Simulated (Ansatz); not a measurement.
Species: CdCl, charge 0, doublet. CdCl (parent SMILES [Cl][Cd], doublet).
B3LYP-D3(BJ)/def2-TZVP minimum from Ansatz (a quantum-chemistry and plane-wave program):
```xyz
2

Cd     0.0000     0.0000    -0.6275
Cl     0.0000     0.0000     1.7717
```
Charge 0, spin multiplicity 2.

Total energies in def2-SVP, 19 correlated electrons, 9 frozen orbitals. UHF or UKS for unpaired electrons; spin-orbit terms are left out. Cores are frozen in correlated methods (noble-gas shells, and filled d and f shells in the p block). Past Kr the def2 sets carry scalar-relativistic core potentials. The spin of CdCl (parent SMILES [Cl][Cd], doublet) was assumed, and the state is the lowest solution found for it.

```
method    program  energy (Eh)  minus CCSDT(Q) (mEh)
--------  -------  -----------  --------------------
HF         Ansatz   -626.22397                403.17
MP2        Ansatz   -626.61494                 12.20
CCSD       Ansatz   -626.61896                  8.19
CCSD(T)    Ansatz   -626.62634                  0.80
CCSDT(Q)   Ansatz   -626.62714                  0.00
```

Rough core times of Ansatz's runs on a shared machine: CCSD(T) under 20 s, CCSDT(Q) 3 min.
